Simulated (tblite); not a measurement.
C6H15Sb, charge +1, doublet, geometry from GFN2-xTB (a state made from the parent by changing its charge; the spin is typed, not shown lowest); GFN1-xTB in tblite.

Input for tblite:
```
$ tblite run mol.xyz --method gfn1 --charge 1 --spin 1 --guess eeq --json tblite.json --no-restart

# file mol.xyz
22

Sb     0.08394656    -0.14793732     0.64814379
C      1.59514398     1.22062068    -0.26205425
C      1.09436090     1.81229503    -1.55627652
H      2.47857380     0.60013490    -0.40269509
H      1.81305105     1.99087086     0.47439410
H      0.22690550     2.45071787    -1.40370388
H      0.85216715     1.04849737    -2.29211831
H      1.88644369     2.43503123    -1.97387433
C     -1.87830798     0.39127142    -0.26507210
C     -2.49521305     1.63267689     0.33080458
H     -2.51413874    -0.48137920    -0.12857834
H     -1.64575793     0.51859281    -1.32109601
H     -1.84265155     2.49887781     0.23489832
H     -2.74097189     1.49145575     1.38166958
H     -3.42233329     1.85503924    -0.19737196
C      0.54686613    -2.16401247    -0.17812489
C      0.68175491    -2.09857793    -1.68005361
H     -0.27137656    -2.81115398     0.13166794
H      1.46765724    -2.49353515     0.29910024
H      1.50649204    -1.45949594    -1.98822787
H     -0.23555524    -1.76068281    -2.15778284
H      0.89259130    -3.10380955    -2.04695423
```

Q: Predict the main parts of the log of this tblite run.

A: 
```
xTB calculator
 | screened Coulomb repulsion
 | Coulomb electrostatics
 |  * isotropic Klopman-Ohno-Mataga-Nishimoto electrostatics
 |  * onsite third-order electrostatics
 | DFT-D3(BJ) dispersion correction

halogen bonding energy    0.0000000000000E+00 Eh
repulsion energy          3.0392238674730E-01 Eh
dispersion energy        -9.9148543416662E-03 Eh
number of electrons       4.3000000000000E+01 e
integral cutoff           4.0000000000000E+01 bohr

------------------------------------------------------------
  cycle        total energy    energy error   density error
------------------------------------------------------------
      1     -22.73874175446  -2.3032749E+01   5.1370535E-01
      2     -22.76184802673  -2.3106272E-02   3.0158114E-01
      3     -22.64687612038   1.1497191E-01   1.6923293E-01
      4     -22.77550966168  -1.2863354E-01   2.7390291E-02
      5     -22.77731360809  -1.8039464E-03   5.5941701E-03
      6     -22.77749530930  -1.8170121E-04   5.5480304E-04
      7     -22.77749724822  -1.9389237E-06   1.6230564E-04
      8     -22.77749733866  -9.0439805E-08   6.9922440E-05
      9     -22.77749734320  -4.5408868E-09   2.2803392E-05
     10     -22.77749734521  -2.0073685E-09   8.5789499E-06
------------------------------------------------------------

electronic energy        -2.3071504877616E+01 Eh
total energy             -2.2777497345211E+01 Eh

Post processing:
 | Mayer-Wiberg bond orders

[Info] JSON dump of results written to 'tblite.json'
```
